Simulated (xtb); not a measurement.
F₃MoO, charge +1, singlet, geometry from GFN2-xTB (such geometries of metal compounds can be far from the true shape) (the multiplicity is a formal guess), atoms displaced at random by about 0.02 Å a coordinate. Base run: GFN1-xTB in xtb.

xtb was given this input:
```
$ xtb mol.xyz --gfn 1 --chrg 1 --opt --json

# file mol.xyz
5

Mo     0.00460803     0.02271343    -0.03505209
O      1.03461198     0.55917289    -1.21179122
F      0.96462215    -0.86683700     1.16876799
F     -1.14627985    -1.01665957    -0.73555794
F     -0.71685996     1.36221458     0.67992739
```

Each row names what was changed in the base input (with any setting that the change needs).

| change | ΔE vs base (kcal/mol) | optimiser steps |
|---|---|---|
| base | 0.000 | 7 |
| opt level = lax | 0.004 | 5 |
| engine = inertial | 0.001 | - |
| opt level = loose | 0.004 | 5 |
| opt level = crude | 0.013 | 4 |
| opt level = vtight | 0.000 | 8 |
| engine = lbfgs | 0.000 | - |
| opt level = extreme | 0.000 | 8 |
| opt level = tight | 0.000 | 7 |
| alpb = water | ___ | 7 |

Q: Complete the blanks.

A: 
- alpb = water, ΔE vs base (kcal/mol): -33.54
